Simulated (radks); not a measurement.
The numbers below are computed, except where a source is named.
The mercury ion Hg+, 79 electrons, occupied as [Xe] 4f14 5d10 6s1 (the NIST ground configuration). Level of theory: scalar-relativistic Kohn-Sham, BLYP, spin-unpolarised, spherical densities, finite nucleus; Fermi nuclear charge, rms radius 5.4648 fm (a radial shooting solver on a logarithmic mesh with Libxc functionals). Some entries of the table are withheld. Estimate them.

| orbital | occ. | eigenvalue (hartree) | <r^2> (bohr^2) |
|---|---|---|---|
| 1s | 2 | -3055.805 | 0.0003809 |
| 2s | 2 | -541.9069 | 0.005797 |
| 2p | 6 | -467.5319 | (1) |
| 3s | 2 | -128.8419 | 0.03735 |
| 3p | 6 | (2) | 0.03848 |
| 3d | 10 | -84.67182 | 0.03187 |
| 4s | 2 | -28.57389 | 0.1799 |
| 4p | 6 | -21.52213 | 0.2057 |
| 4d | 10 | (3) | 0.2328 |
| 5s | 2 | -4.67195 | 0.9113 |
| 4f | 14 | (4) | 0.2811 |
| 5p | 6 | (5) | 1.221 |
| 5d | 10 | -0.68730 | (6) |
| 6s | 1 | -0.54215 | 7.211 |

Answer. 
(1) 2p <r^2> (bohr^2): 0.004897
(2) 3p eigenvalue (hartree): -107.3424
(3) 4d eigenvalue (hartree): -13.14232
(4) 4f eigenvalue (hartree): -3.85213
(5) 5p eigenvalue (hartree): -2.77493
(6) 5d <r^2> (bohr^2): 2.573
